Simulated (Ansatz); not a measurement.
Consider the formal exchange of groups at the Si–O bond: `CO[SiH](N)O` + CH₃NH₂ → `NC[SiH](N)O` + CH₃OH.

Computed with Ansatz on PBE0-D4/def2-TZVP structures; ΔE is electronic, products minus reactants. CBS: MP2 limit from def2 TZ/QZ plus the TZ coupled-cluster correction, frozen cores. This one scheme is used for every species. DFT in def2-TZVPP. One conformer a species, not always the lowest.

Question: Is it downhill or uphill in electronic energy at CCSD(T)/CBS, and by how much? (Estimate.)

Answer: The calculation gave: Uphill: ΔE = +28.5 kcal/mol.

Question: What do these levels give: PBE-D4, r2SCAN-D4, PBE0-D4, ωB97X-V, B2PLYP, PBE, r2SCAN, PBE0, SCS-MP2/def2-TZVPP, CCSD/def2-TZVPP, CCSD(T)/def2-TZVPP, MP2/CBS(def2)? (Estimate.)

Answer: Ansatz gave: PBE-D4 25.6, r2SCAN-D4 28.7, PBE0-D4 26.7, ωB97X-V 28.1, B2PLYP 29.7, PBE 26.1, r2SCAN 28.9, PBE0 27.1, SCS-MP2/def2-TZVPP 29.6, CCSD/def2-TZVPP 29.2, CCSD(T)/def2-TZVPP 28.7, MP2/CBS(def2) 28.7 kcal/mol.

Largest T1 diagnostic among the species: 0.011.

The D4 term adds −0.8 kcal/mol with B3LYP and −0.4 kcal/mol with PBE0; it sums over pairs of atoms, weighted by their polarisabilities, and B3LYP, whose exchange is more repulsive, gets the larger term. From PBE to PBE0 (25 % exact exchange), in def2-TZVPP and without D4, ΔE moves by +1.0 kcal/mol. In def2-TZVPP, CCSD(T) changes the Hartree–Fock value by −4.5 kcal/mol (the triples alone add −0.5 kcal/mol) and MP2 by −4.3 kcal/mol.

B3LYP here is the variant with VWN-RPA as its local correlation; programs differ in this.
